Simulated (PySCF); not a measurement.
Excitation energy of Ar(2+) by level of theory

Ar(2+) [Ne] 3s2 3p4 (3P) → Ar(2+) [Ne] 3s2 3p3 4s1 (5S), as a difference of total energies. Calculation: PySCF 2.14, in aug-cc-pCVTZ-DK with one added diffuse shell each of s, p, d, f type (9s8p6d4f, 91 functions); scalar relativity by spin-free X2C-1e. Correlated levels: valence: [Ne] frozen; valence and next inner shell: 1s2 frozen; nothing frozen. The calculations carry no spin-orbit coupling.

```tsv
method	excitation energy (cm⁻¹)
UHF	168280
LDA	172960
PBE	172840
PBE0	174020
r2SCAN	176630
TPSSh	176300
BP86	174480
wB97X-V	176900
B3LYP	174600
MP2 (valence)	170930
SCS-MP2 (valence)	172980
MP2 (valence and next inner shell)	171100
SCS-MP2 (valence and next inner shell)	173070
MP2 (all electrons)	171130
SCS-MP2 (all electrons)	173090
```

A first-order spin-orbit estimate (lowest level to lowest level, LS coupling) adds 0.063 eV.

The promoted electron is Rydberg-like, and one or two diffuse shells describe it only roughly, which tends to raise the upper state.
